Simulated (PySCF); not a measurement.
PySCF input (BP86/def2-TZVPD):

```python
from pyscf import gto, scf, dft

mol = gto.M(
    atom='''
    Pb    0.02234031    0.02121021    0.02109432
    H     0.64612188   -1.25899188   -1.22459090
    H    -1.22547334    0.71060977   -1.22286783
    H    -1.25255404   -1.19085544    0.71772460
    ''',
    basis='def2-tzvpd',
    ecp='def2-tzvp',
    charge=-1,
    spin=0,
    verbose=4,
)

mf = dft.RKS(mol, xc='bp86').density_fit(auxbasis='def2-universal-jkfit')
mf.grids.level = 3
mf.conv_tol = 1e-9
mf.max_cycle = 100
mf.max_memory = 1500
mf.kernel()
if not mf.converged:
    mf = mf.newton()
    mf.kernel(mf.make_rdm1())
mf.analyze()
```

Output:

```
ECP def2-tzvp not found for  H
PySCF version 2.14.0

[INPUT] verbose = 4
[INPUT] num. atoms = 4
[INPUT] num. electrons = 26
[INPUT] charge = -1
[INPUT] spin (= nelec alpha-beta = 2S) = 0
[INPUT] symmetry False subgroup None
[INPUT] Mole.unit = angstrom
[INPUT] Symbol           X                Y                Z      unit          X                Y                Z       unit  Magmom
[INPUT]  1 Pb     0.022340310000   0.021210210000   0.021094320000 AA    0.042217067438   0.040081487945   0.039862487584 Bohr   0.0
[INPUT]  2 H      0.646121880000  -1.258991880000  -1.224590900000 AA    1.220993396289  -2.379149846251  -2.314141415635 Bohr   0.0
[INPUT]  3 H     -1.225473340000   0.710609770000  -1.222867830000 AA   -2.315808985556   1.342857846740  -2.310885285241 Bohr   0.0
[INPUT]  4 H     -1.252554040000  -1.190855440000   0.717724600000 AA   -2.366984091818  -2.250390635548   1.356302926863 Bohr   0.0

nuclear repulsion = 19.0437332715959
number of shells = 33
number of NR pGTOs = 130
number of NR cGTOs = 83
basis = def2-tzvpd
ecp = def2-tzvp

******** <class 'pyscf.df.df_jk.DFRKS'> ********
method = DFRKS
initial guess = minao
damping factor = 0
level_shift factor = 0
DIIS = <class 'pyscf.scf.diis.CDIIS'>
diis_start_cycle = 1
diis_space = 8
diis_damp = 0
SCF conv_tol = 1e-09
SCF conv_tol_grad = None
SCF max_cycles = 100
direct_scf = False
XC library pyscf.dft.libxc version 7.1.2
    S. Lehtola, C. Steigemann, M. J. T. Oliveira, and M. A. L. Marques,  SoftwareX 7, 1–5 (2018)
XC functionals = bp86
    A. D. Becke,  Phys. Rev. A 38, 3098 (1988)
    J. P. Perdew,  Phys. Rev. B 33, 8822 (1986)
    J. P. Perdew,  Phys. Rev. B 34, 7406–7406 (1986)
radial grids:
    Treutler-Ahlrichs [JCP 102, 346 (1995); DOI:10.1063/1.469408] (M4) radial grids

becke partition: Becke, JCP 88, 2547 (1988); DOI:10.1063/1.454033
pruning grids: <function nwchem_prune>
grids dens level: 3
symmetrized grids: False
atomic radii adjust function: <function treutler_atomic_radii_adjust>
small_rho_cutoff = 0
Set gradient conv threshold to 3.16228e-05
Initial guess from minao.
tot grids = 52656
init E= -162.696603172816
  HOMO = -0.706061285668061  LUMO = -0.450080916399475  gap/eV = 6.96558
cycle= 1 E= -193.317436359588  delta_E= -30.6  |g|= 2.44  |ddm|= 11.1
  HOMO = 0.233178067511121  LUMO = 0.240515940759632  gap/eV = 0.19967
cycle= 2 E= -162.498634335714  delta_E= 30.8  |g|= 9.34  |ddm|= 42.6
  HOMO = -0.0202109601470823  LUMO = 0.125644879560346  gap/eV = 3.96894
cycle= 3 E= -194.700577064403  delta_E= -32.2  |g|= 0.734  |ddm|= 42.1
  HOMO = 0.0428269586214585  LUMO = 0.145541998863838  gap/eV = 2.79502
cycle= 4 E= -194.808322307254  delta_E= -0.108  |g|= 0.241  |ddm|= 1.18
  HOMO = 0.00591134356501666  LUMO = 0.127134297996556  gap/eV = 3.29864
cycle= 5 E= -194.825948614096  delta_E= -0.0176  |g|= 0.151  |ddm|= 0.581
  HOMO = -0.0060435502427767  LUMO = 0.122204221003372  gap/eV = 3.48980
cycle= 6 E= -194.831839098179  delta_E= -0.00589  |g|= 0.0238  |ddm|= 0.153
  HOMO = -0.00283350246125025  LUMO = 0.123495162508823  gap/eV = 3.43758
cycle= 7 E= -194.832043484473  delta_E= -0.000204  |g|= 0.00505  |ddm|= 0.047
  HOMO = -0.00200911704129236  LUMO = 0.123976338432424  gap/eV = 3.42824
cycle= 8 E= -194.832057375817  delta_E= -1.39e-05  |g|= 0.000529  |ddm|= 0.0104
  HOMO = -0.00198705048236203  LUMO = 0.123996051634291  gap/eV = 3.42817
cycle= 9 E= -194.832057524374  delta_E= -1.49e-07  |g|= 8.01e-05  |ddm|= 0.000967
  HOMO = -0.0019795335084245  LUMO = 0.124001859044734  gap/eV = 3.42813
cycle= 10 E= -194.832057526685  delta_E= -2.31e-09  |g|= 6.83e-06  |ddm|= 0.000255
  HOMO = -0.00198012163141392  LUMO = 0.12400185603814  gap/eV = 3.42814
cycle= 11 E= -194.832057526703  delta_E= -1.84e-11  |g|= 1.9e-06  |ddm|= 2.92e-05
  HOMO = -0.00198002643179773  LUMO = 0.124001876521598  gap/eV = 3.42814
Extra cycle  E= -194.832057526704  delta_E= -6.82e-13  |g|= 3.2e-06  |ddm|= 5.45e-06
converged SCF energy = -194.832057526704
**** SCF Summaries ****
Total Energy =                        -194.832057526704148
Nuclear Repulsion Energy =              19.043733271595933
One-electron Energy =                 -381.543399157657745
Two-electron Energy =                  167.667608359357672
Two-electron Coulomb Energy =          185.071686735087837
DFT Exchange-Correlation Energy =      -17.404078375730165
HOMO-LUMO gap [eV] =                     3.428142192799035
**** MO energy ****
MO #1   energy= -5.08542128592246  occ= 2
MO #2   energy= -2.95579982804696  occ= 2
MO #3   energy= -2.95579980665269  occ= 2
MO #4   energy= -2.95299191284216  occ= 2
MO #5   energy= -0.542129691142949 occ= 2
MO #6   energy= -0.542129632598494 occ= 2
MO #7   energy= -0.536960580425478 occ= 2
MO #8   energy= -0.536960557890087 occ= 2
MO #9   energy= -0.534639847368608 occ= 2
MO #10  energy= -0.260416402625604 occ= 2
MO #11  energy= -0.0483728726745638 occ= 2
MO #12  energy= -0.0483722521155262 occ= 2
MO #13  energy= -0.00198002643179773 occ= 2
MO #14  energy= 0.124001876521598  occ= 0
MO #15  energy= 0.152099056382176  occ= 0
MO #16  energy= 0.152099146668341  occ= 0
MO #17  energy= 0.189500918980477  occ= 0
MO #18  energy= 0.191377924038149  occ= 0
MO #19  energy= 0.191378169131164  occ= 0
MO #20  energy= 0.205125198614381  occ= 0
MO #21  energy= 0.205125737364407  occ= 0
MO #22  energy= 0.208333479669225  occ= 0
MO #23  energy= 0.255863154149119  occ= 0
MO #24  energy= 0.256034913681683  occ= 0
MO #25  energy= 0.256035387399106  occ= 0
MO #26  energy= 0.343235139926668  occ= 0
MO #27  energy= 0.343237935248753  occ= 0
MO #28  energy= 0.364100969148344  occ= 0
MO #29  energy= 0.364176964187168  occ= 0
MO #30  energy= 0.378512549972162  occ= 0
MO #31  energy= 0.378513260313166  occ= 0
MO #32  energy= 0.414742897505517  occ= 0
MO #33  energy= 0.425106880087554  occ= 0
MO #34  energy= 0.425110435555566  occ= 0
MO #35  energy= 0.48479602101957   occ= 0
MO #36  energy= 0.484796399980274  occ= 0
MO #37  energy= 0.50289476631442   occ= 0
MO #38  energy= 0.541154074734885  occ= 0
MO #39  energy= 0.541154627710795  occ= 0
MO #40  energy= 0.561228265358941  occ= 0
MO #41  energy= 0.640988352269568  occ= 0
MO #42  energy= 0.643783051895444  occ= 0
MO #43  energy= 0.643789959114414  occ= 0
MO #44  energy= 0.841223818161343  occ= 0
MO #45  energy= 0.87234331761129   occ= 0
MO #46  energy= 0.879617235380178  occ= 0
MO #47  energy= 0.879617769594332  occ= 0
MO #48  energy= 0.938309889465785  occ= 0
MO #49  energy= 0.947329150652035  occ= 0
MO #50  energy= 0.947329705086187  occ= 0
MO #51  energy= 1.08869486421887   occ= 0
MO #52  energy= 1.10302278020058   occ= 0
MO #53  energy= 1.10302370201861   occ= 0
MO #54  energy= 1.22398086355974   occ= 0
MO #55  energy= 1.2239809595542    occ= 0
MO #56  energy= 1.24137562999919   occ= 0
MO #57  energy= 1.26212490136809   occ= 0
MO #58  energy= 1.26212506968858   occ= 0
MO #59  energy= 1.76351885565585   occ= 0
MO #60  energy= 1.78076557314557   occ= 0
MO #61  energy= 1.78076926239084   occ= 0
MO #62  energy= 1.86214021590316   occ= 0
MO #63  energy= 1.86214136554731   occ= 0
MO #64  energy= 1.86373161563482   occ= 0
MO #65  energy= 2.07262268457481   occ= 0
MO #66  energy= 2.21568759956992   occ= 0
MO #67  energy= 2.21842067918611   occ= 0
MO #68  energy= 2.21842247005794   occ= 0
MO #69  energy= 2.29856308697976   occ= 0
MO #70  energy= 2.32636106533227   occ= 0
MO #71  energy= 2.32636204229578   occ= 0
MO #72  energy= 2.41367583287404   occ= 0
MO #73  energy= 2.56353083858325   occ= 0
MO #74  energy= 2.56353262517172   occ= 0
MO #75  energy= 2.68918748539642   occ= 0
MO #76  energy= 2.85383600216007   occ= 0
MO #77  energy= 2.85384982771623   occ= 0
MO #78  energy= 3.27130471740646   occ= 0
MO #79  energy= 35.6114191224509   occ= 0
MO #80  energy= 36.0798100678653   occ= 0
MO #81  energy= 36.0798100853631   occ= 0
MO #82  energy= 36.1053808540818   occ= 0
MO #83  energy= 125.500271479286   occ= 0
 ** Mulliken pop on meta-lowdin orthogonal AOs  **
 ** Mulliken pop  **
pop of  0 Pb 5s           1.79951
pop of  0 Pb 6s           1.84900
pop of  0 Pb 7s           0.05071
pop of  0 Pb 8s           0.01935
pop of  0 Pb 9s           0.01198
pop of  0 Pb 10s          0.00963
pop of  0 Pb 11s          0.08341
pop of  0 Pb 5px          0.00838
pop of  0 Pb 5py          0.00838
pop of  0 Pb 5pz          0.00838
pop of  0 Pb 6px          1.66476
pop of  0 Pb 6py          1.66443
pop of  0 Pb 6pz          1.66440
pop of  0 Pb 7px          0.23566
pop of  0 Pb 7py          0.23479
pop of  0 Pb 7pz          0.23506
pop of  0 Pb 8px          0.25378
pop of  0 Pb 8py          0.24235
pop of  0 Pb 8pz          0.24681
pop of  0 Pb 9px          0.10122
pop of  0 Pb 9py          0.10148
pop of  0 Pb 9pz          0.10115
pop of  0 Pb 5dxy         1.25281
pop of  0 Pb 5dyz         1.25326
pop of  0 Pb 5dz^2        1.25288
pop of  0 Pb 5dxz         1.32589
pop of  0 Pb 5dx2-y2      1.32589
pop of  0 Pb 6dxy         0.00215
pop of  0 Pb 6dyz         0.00215
pop of  0 Pb 6dz^2        0.00214
pop of  0 Pb 6dxz         0.28347
pop of  0 Pb 6dx2-y2      0.28267
pop of  0 Pb 7dxy         0.52907
pop of  0 Pb 7dyz         0.50896
pop of  0 Pb 7dz^2        0.52815
pop of  0 Pb 7dxz         0.24143
pop of  0 Pb 7dx2-y2      0.24094
pop of  0 Pb 8dxy         0.21059
pop of  0 Pb 8dyz         0.19560
pop of  0 Pb 8dz^2        0.21043
pop of  0 Pb 8dxz         0.11233
pop of  0 Pb 8dx2-y2      0.11252
pop of  0 Pb 5f-3         0.00107
pop of  0 Pb 5f-2         0.00024
pop of  0 Pb 5f-1         0.00028
pop of  0 Pb 5f+0         0.00020
pop of  0 Pb 5f+1         0.00024
pop of  0 Pb 5f+2         0.00024
pop of  0 Pb 5f+3         0.00006
pop of  0 Pb 6f-3         0.00059
pop of  0 Pb 6f-2         0.00010
pop of  0 Pb 6f-1         0.00023
pop of  0 Pb 6f+0         0.00010
pop of  0 Pb 6f+1         0.00006
pop of  0 Pb 6f+2         0.00017
pop of  0 Pb 6f+3         0.00114
pop of  1 H 1s            1.63594
pop of  1 H 2s            0.07614
pop of  1 H 3s            0.01477
pop of  1 H 2px           0.01970
pop of  1 H 2py           0.01828
pop of  1 H 2pz           0.01867
pop of  1 H 3px           0.02070
pop of  1 H 3py           0.01818
pop of  1 H 3pz           0.01821
pop of  2 H 1s            1.63605
pop of  2 H 2s            0.07619
pop of  2 H 3s            0.01440
pop of  2 H 2px           0.02111
pop of  2 H 2py           0.02034
pop of  2 H 2pz           0.02122
pop of  2 H 3px           0.01727
pop of  2 H 3py           0.02206
pop of  2 H 3pz           0.01694
pop of  3 H 1s            1.63595
pop of  3 H 2s            0.07621
pop of  3 H 3s            0.01485
pop of  3 H 2px           0.01931
pop of  3 H 2py           0.01734
pop of  3 H 2pz           0.02027
pop of  3 H 3px           0.01842
pop of  3 H 3py           0.01866
pop of  3 H 3pz           0.02014
 ** Mulliken atomic charges  **
charge of    0Pb =      1.52730
charge of    1H =     -0.84059
charge of    2H =     -0.84557
charge of    3H =     -0.84115

WARN: System has nonzero charge -1; the dipole moment is origin-dependent.
Location of origin: [0. 0. 0.]

Dipole moment(X, Y, Z, Debye):  1.68171,  1.59667,  1.58795
```

Whether it binds its extra electron was not tested at this geometry.
